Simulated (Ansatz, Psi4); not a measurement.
## A ladder of methods for CHBrCl2 (bromodichloromethane)

CHBrCl2: 5 atoms, total charge 0, spin state singlet. SMILES: `ClC(Cl)Br`. The coordinates come from a PBE0-D4/def2-TZVP relaxation.

```xyz
5

Cl   -0.5453    0.1542    1.6486
C     0.0800    0.0861    0.0115
Cl    1.2154   -1.2354   -0.1892
Br   -1.3535   -0.0188   -1.2825
H     0.6034    1.0139   -0.1885
```

Quantity: the atomisation enthalpy at 298 K, in kJ/mol. The values are calculated. The thermal term (zero-point and 298 K enthalpy, harmonic and unscaled) is that of PBE0-D4/def2-TZVP; the spin-orbit lowering of the free atoms at 298 K, 21.6 kJ/mol by their spectra, is taken off.

**What was measured.** Active Thermochemical Tables gives the atomisation enthalpy at 298 K of the gas as 1341 kJ/mol.

| level | kind | program | value (kJ/mol) | computed − measured | CPU time (all runs) |
| --- | --- | --- | --- | --- | --- |
| BLYP/6-31G* (spherical functions) | GGA | Ansatz | 1279 | -62 | 12 s |
| M06-L/6-31G* (spherical functions) | meta-GGA | Psi4 | 1318 | -23 | 57 s |
| r2SCAN0/6-31G* (spherical functions) | hybrid meta-GGA | Ansatz | 1288 | -53 | 26 s |
| HSE06/6-31G* (spherical functions) | range-separated hybrid | Psi4 | 1323 | -18 | 1.8 min |
| wB97M-V/6-31G* (spherical functions) | range-separated hybrid | Psi4 | 1326 | -15 | 2.5 min |
| PBE-QIDH/6-31G* (spherical functions) | double hybrid | Ansatz | 1277 | -64 | 16 s |
| RPA@PBE0/6-31G* (spherical functions) | RPA | Ansatz | 1133 | -208 | 18 s |
| MP2/6-31G* (spherical functions) | perturbation theory | Psi4 | 1223 | -118 | 24 s |
| CCSD(T)/6-31G* (spherical functions) | coupled cluster or CI | Psi4 | 1177 | -164 | 76 s |
| CCSD/6-31G* (spherical functions) | coupled cluster or CI | Psi4 | 1148 | -193 | 52 s |

Nearest: wB97M-V/6-31G* (spherical functions) (-15 kJ/mol); farthest: RPA@PBE0/6-31G* (spherical functions) (-208 kJ/mol). Computed less measured by kind, in kJ/mol (6-31G* rows): GGA -62; meta-GGA -23; global hybrid -53; range-separated hybrid -18 to -15; double hybrid -64; RPA -208; perturbation theory -118; coupled cluster or CI -193 to -164. In a finite basis correlated wave-function methods underbind, so their errors here aren't those of the basis-set limit. All-electron rows without a relativistic Hamiltonian named are non-relativistic. In the correlated wave-function rows the outer d shell of Br is correlated, in sets not made for it. Times are those of the runs behind each value, whatever else they computed, on shared processors of several kinds: orders of magnitude only.
